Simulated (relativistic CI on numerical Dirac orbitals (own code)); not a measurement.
# Ta⁵⁺: N6,7 absorption edge

Computed with this model: Dirac-Coulomb-Breit CI, orbitals from a KLI potential per configuration, model QED, valence Slater integrals scaled by 0.7, multiplet model of core-to-valence dipole absorption; configurations [Xe] 4f14 → [Xe] 4f13 5d; 300 K; Lorentzian 0.3 eV and Gaussian 0.3 eV FWHM. Energies are those of the free ion, without screening or charge transfer. The branching ratio is the share of the lower-energy edge in the whole absorption, uncertain by about 0.02 where the edges overlap. S is read from ⟨S²⟩ = S(S + 1).

free ion: ground-state S = 0.00, centroid 30.41 eV. Peaks (eV, height): 28.1 (6), 30.5 (100).

Strongest unbroadened transitions for free ion:

| Energy (eV) | Relative strength |
| --- | --- |
| 28.12 | 5.5 |
| 29.90 | 0.7 |
| 30.54 | 100.0 |
